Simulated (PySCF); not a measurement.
SiI: everyday levels beside a composite calculation

PySCF; the state is a doublet (π ↑). The composite is CCSD(T) extrapolated to the basis-set limit from two correlation-consistent sets, with core-valence (CV) and scalar-relativistic (SR) terms as its label shows; it has no spin–orbit coupling and nothing beyond (T). Here it is CCSD(T)/CBS(TQ). It gives Re = 2.451 Å, ωe = 363 cm⁻¹ and De = 3.27 eV to Si + I.

```tsv
level	basis	relativity	Re (Å)	ωe (cm⁻¹)	De (eV)
UHF-SCS-MP2	cc-pV(D+d)Z/cc-pVDZ-PP	scalar-relativistic core potentials	2.479	357	2.75
UHF-CCSD	cc-pV(D+d)Z/cc-pVDZ-PP	scalar-relativistic core potentials	2.480	356	2.67
UHF-CCSD	x2c-SVPall	spin-free X2C	2.473	359	2.73
UHF-CCSD(T)	def2-TZVPP	scalar-relativistic core potentials	2.448	361	3.10
PBE	x2c-SVPall	spin-free X2C	2.470	354	3.48
PBE	def2-TZVPP	scalar-relativistic core potentials	2.461	350	3.49
r²SCAN	cc-pV(D+d)Z/cc-pVDZ-PP	scalar-relativistic core potentials	2.466	357	3.30
r²SCAN	def2-TZVPP	scalar-relativistic core potentials	2.448	358	3.37
TPSSh	cc-pV(D+d)Z/cc-pVDZ-PP	scalar-relativistic core potentials	2.469	354	3.30
PBE0	x2c-SVPall	spin-free X2C	2.451	366	3.30
```

Problem. Give the difference of each row from the composite.

Solution. 

```csv
level,basis,ΔRe (pm),Δωe (%),ΔDe (eV)
UHF-SCS-MP2,cc-pV(D+d)Z/cc-pVDZ-PP,+2.8,-1.7,-0.52
UHF-CCSD,cc-pV(D+d)Z/cc-pVDZ-PP,+2.9,-1.9,-0.60
UHF-CCSD,x2c-SVPall,+2.2,-1.1,-0.54
UHF-CCSD(T),def2-TZVPP,-0.3,-0.6,-0.17
PBE,x2c-SVPall,+1.9,-2.5,+0.21
PBE,def2-TZVPP,+1.0,-3.6,+0.22
r²SCAN,cc-pV(D+d)Z/cc-pVDZ-PP,+1.5,-1.7,+0.03
r²SCAN,def2-TZVPP,-0.3,-1.4,+0.10
TPSSh,cc-pV(D+d)Z/cc-pVDZ-PP,+1.8,-2.5,+0.03
PBE0,x2c-SVPall,+0.0,+0.8,+0.03
```

Problem. Which rows come closest in De?

Solution. r²SCAN in cc-pV(D+d)Z/cc-pVDZ-PP (+0.03 eV); TPSSh in cc-pV(D+d)Z/cc-pVDZ-PP (+0.03 eV); PBE0 in x2c-SVPall (+0.03 eV), counted from the composite.

Correlated steps freeze the inner cores (9 to 23 orbitals); shallow outer-core shells are correlated. Correlated levels converge slowly with the basis: in double zeta they bind strong bonds too weakly, by up to about 1 eV, and carry superposition errors of some tenths. Spin–orbit coupling is left out, which matters for elements this heavy, above all for dissociation energies. The state was picked by a PBE0 search and need not be the measured ground state.
